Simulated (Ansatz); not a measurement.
Ansatz (a quantum-chemistry and plane-wave program) input (r2SCANh/def2-TZVPD):

Ansatz 0.2 input:
```yaml
crystal:
  periodic: [false, false, false]
  atoms:
    - {symbol: C, position_ang: [2.51179544, -0.07512646, -0.70586987]}
    - {symbol: O, position_ang: [1.25486394, -0.26333430, -1.34516479]}
    - {symbol: B, position_ang: [0.05442089, -0.16847742, -0.74868714]}
    - {symbol: Br, position_ang: [-0.08525830, 0.26394457, 1.17292812]}
    - {symbol: O, position_ang: [-1.04894821, -0.37414428, -1.48768964]}
    - {symbol: C, position_ang: [-2.38714847, -0.31075848, -1.00894200]}
    - {symbol: H, position_ang: [3.27761142, -0.22165752, -1.46448298]}
    - {symbol: H, position_ang: [2.59223692, 0.93206084, -0.29526655]}
    - {symbol: H, position_ang: [2.65111566, -0.79844188, 0.09842910]}
    - {symbol: H, position_ang: [-2.55452013, -1.04882533, -0.22361646]}
    - {symbol: H, position_ang: [-2.61339888, 0.68167739, -0.61731211]}
    - {symbol: H, position_ang: [-3.03631668, -0.52534820, -1.85509281]}
basis:
  gaussian:
    orbitals: def2-TZVPD
hamiltonian:
  xc: {name: r2SCANh}
output: {forces: true}
```

Output:

```
Functional definition: r2SCANh
integrals: 0.33 GiB planned
1624 factors; their error is unknown
0.49 GiB of the device are held for the grids
1.91 GiB of device memory are held for the factors and their scratch space
mean field: 2.12 GiB planned
mean field evaluation 1: about -76980.7706 eV, gradient 7.0e1 eV
mean field evaluation 2: about -76967.4334 eV, gradient 1.1e2 eV
mean field evaluation 4: about -76990.0086 eV, gradient 4.8e0 eV
mean field evaluation 8: about -76990.0581 eV, gradient 5.9e-2 eV
mean field evaluation 16: about -76990.1538 eV, gradient 9.6e-5 eV
mean field -76990.15379292 eV, -2829.3359660891 hartree, gradient 7.1e-6 eV, S^2 0.000000; 0 other end points of the search recorded, 0 dependent functions left out
the calculation of the forces begins
reference -76990.15381308 eV, -2829.3359668303 hartree; 37, 37 occupied and 265, 265 virtual orbitals, 1624 factors
Total energy: -76990.15381308 eV, -2829.3359668303 hartree
Atom 0 at     2.511795    -0.075126    -0.705870 Å, force    -0.129511    -0.008964    -0.020033 eV/Å
Atom 1 at     1.254864    -0.263334    -1.345165 Å, force     0.039823     0.012694     0.049840 eV/Å
Atom 2 at     0.054421    -0.168477    -0.748687 Å, force    -0.011026     0.034134     0.151684 eV/Å
Atom 3 at    -0.085258     0.263945     1.172928 Å, force     0.014830    -0.045911    -0.204023 eV/Å
Atom 4 at    -1.048948    -0.374144    -1.487690 Å, force    -0.046680     0.008533     0.044488 eV/Å
Atom 5 at    -2.387148    -0.310758    -1.008942 Å, force     0.131251     0.003578    -0.003901 eV/Å
Atom 6 at     3.277611    -0.221658    -1.464483 Å, force    -0.031894     0.001452     0.011150 eV/Å
Atom 7 at     2.592237     0.932061    -0.295267 Å, force    -0.016345    -0.014393    -0.009613 eV/Å
Atom 8 at     2.651116    -0.798442     0.098429 Å, force    -0.017098     0.007736    -0.014648 eV/Å
Atom 9 at    -2.554520    -1.048825    -0.223616 Å, force     0.017951     0.009422    -0.012479 eV/Å
Atom 10 at    -2.613399     0.681677    -0.617312 Å, force     0.018703    -0.012707    -0.007445 eV/Å
Atom 11 at    -3.036317    -0.525348    -1.855093 Å, force     0.029994     0.004428     0.014979 eV/Å
Dipole moment:    -0.001183     0.003662     0.016275 e Å
```
